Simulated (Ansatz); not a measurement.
# From F to Br: the dipole moment

One atom is swapped for its congeners: B(NH2)2F; B(NH2)2Cl; B(NH2)2Br. All are singlets with charge 0.

Shapes, held fixed at every level: PBE0-D4/def2-TZVP. Programs: Ansatz 0.2.0. Values in D.

(1) How should the dipole moment change along the series?

Answers

(1) At wB97M-V/def2-TZVPP the dipole moment rises at every step, from 2.30 to 3.08 D. Every level shows the same order. Relativity is left out for Br unless named.

```
               level  B(NH2)2F  B(NH2)2Cl  B(NH2)2Br
   PBE-D4/def2-TZVPP      2.28       2.78       3.03
r2SCAN-D4/def2-TZVPP      2.31       2.84       3.11
 B3LYP-D4/def2-TZVPP      2.33       2.79       3.05
  wB97M-V/def2-TZVPP      2.30       2.79       3.08
```
